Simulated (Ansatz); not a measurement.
Reaction (formal exchange of groups at the Si–N bond): `BN[SiH2]F` + `C[SiH](O)O` → `O[SiH](O)C[SiH2]F` + `BN`

Program: Ansatz. Geometries: PBE0-D4/def2-TZVP. ΔE: electronic, gas phase. CBS: MP2 limit from def2 TZ/QZ plus the TZ coupled-cluster correction, frozen cores. This one scheme is used for every species. Functionals use def2-TZVPP. B3LYP here is the variant with VWN-RPA as its local correlation; programs differ in this. Each species was taken in one conformer, which may not be the lowest.

| level | ΔE (kJ/mol) | difference from CCSD(T)/CBS |
| --- | --- | --- |
| PBE-D4 | 27.1 | -10.8 |
| r2SCAN-D4 | 32.7 | -5.2 |
| PBE0-D4 | 29.8 | -8.1 |
| B3LYP-D4 | 34.9 | -3.0 |
| ωB97X-V | 34.4 | -3.5 |
| ωB97M-V | 33.6 | -4.3 |
| B2PLYP | 41.0 | 3.1 |
| PBE | 31.2 | -6.7 |
| r2SCAN | 33.9 | -4.0 |
| PBE0 | 33.6 | -4.3 |
| B3LYP | 41.5 | 3.6 |
| HF/def2-TZVPP | 52.8 | 14.9 |
| MP2/def2-TZVPP | 38.6 | 0.7 |
| SCS-MP2/def2-TZVPP | 41.7 | 3.8 |
| CCSD/def2-TZVPP | 39.6 | 1.7 |
| CCSD(T)/def2-TZVPP | 37.5 | -0.4 |
| HF/def2-QZVPP | 54.2 | 16.3 |
| MP2/def2-QZVPP | 39.4 | 1.5 |
| SCS-MP2/def2-QZVPP | 42.5 | 4.6 |
| HF/CBS(def2) | 54.4 | 16.5 |
| MP2/CBS(def2) | 39.1 | 1.2 |
| CCSD/CBS(def2) | 40.1 | 2.2 |
| CCSD(T)/CBS | 37.9 | 0 |

Largest T1 diagnostic among the species: 0.012.

The D4 term adds −6.6 kJ/mol with B3LYP and −3.8 kJ/mol with PBE0; it sums over pairs of atoms, weighted by their polarisabilities, and B3LYP, whose exchange is more repulsive, gets the larger term. In def2-TZVPP, CCSD(T) changes the Hartree–Fock value by −15.4 kJ/mol (the triples alone add −2.2 kJ/mol) and MP2 by −14.2 kJ/mol.
